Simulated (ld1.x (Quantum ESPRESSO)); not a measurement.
**Al (Z = 13): one change to an ultrasoft potential, before and after**

- Element: Al
- Generator: ld1.x (Quantum ESPRESSO) 7.5
- Type: ultrasoft
- Functional: PBE
- Relativity: non-relativistic
- Frozen core: [Ne]
- Valence charge: 3
- Reference configuration: 3s2 3p0 (charge +1)
- Partial waves: 3s (bound): rcut 1.65, rcutus 1.75 bohr; 3s channel at -0.1 Ry: rcut 1.65, rcutus 1.75 bohr; 3p (bound, empty): rcut 1.65, rcutus 2.15 bohr; 3p channel at 0.65 Ry: rcut 1.65, rcutus 2.15 bohr
- Local potential: all-electron potential smoothed inside 1.70 bohr (lloc = -1)
- Core correction: Bessel-smoothed model core, default radius (core density twice the valence density)
- Augmentation charge: PSQ, inside the norm-conserving radii

All-electron outer shells of the reference configuration (PBE, non-relativistic, ld1.x):

```
shell  level (eV)  outermost node (bohr)  outermost maximum (bohr)
   3s      -14.78                   0.80                      2.01
   3p       -9.07                   0.81                      2.39
```

Change: core correction Bessel-smoothed model core inside 2.00 bohr.

Cutoffs: the cutoffs (Ry, on a coarse ladder) from which the occupation-weighted sum of valence levels, in a spherical-Bessel basis at the reference potential, stays within 10 and 1 mRy of its value at 400 Ry; they do not see the model core or the augmentation charge, which bear on the density cutoff. Errors are all-electron minus pseudo energies relative to the spin-unpolarised reference configuration.

Predict the effect on cutoff, ghosts and configuration errors.

The potential gets neither clearly harder nor softer (10 Ry and 15 Ry → 10 Ry and 15 Ry); of the 7 tests that both files solve, the error grows in 4 and shrinks in 2 by more than 15 % and 0.3 meV (median size 0.6 → 3.2 meV); neither file shows a bound ghost. The default core radius of the base comes out at 1.31 bohr. A wider model core is smoother and lowers the density cutoff, which this test does not measure.

```csv
quantity,base,changed
"cutoff, loose",10 Ry,10 Ry
"cutoff, tight",15 Ry,15 Ry
bound ghosts,none,none
"error for 3s2 3p1, meV [ΔE -5.77 eV]",+0.4,0.0
"error for 3s1 3p0, meV [ΔE 19.19 eV]",-5.7,+15
"error for 3s2 3p0.5, meV [ΔE -3.68 eV]",+0.2,0.0
"error for 3s0 3p3, meV [ΔE 4.61 eV]",-3.9,+16
"error for 3s1 3p1, meV [ΔE 5.77 eV]",-1.8,+3.2
"error for 3s1 3p2, meV [ΔE -0.66 eV]",-0.2,+3.6
"error for 3s2 3p1.3, meV [ΔE -6.35 eV]",+0.6,+0.1
s: phases at 2.35 bohr within 0.05 rad from the reference energy up to (Ry; the scan ends near 5),2.9,2.9
p: phases at 2.35 bohr within 0.05 rad from the reference energy up to (Ry; the scan ends near 5),4.2,4.2
lowest overlap eigenvalue by channel,"s 0.51, p 0.77","s 0.51, p 0.77"
```
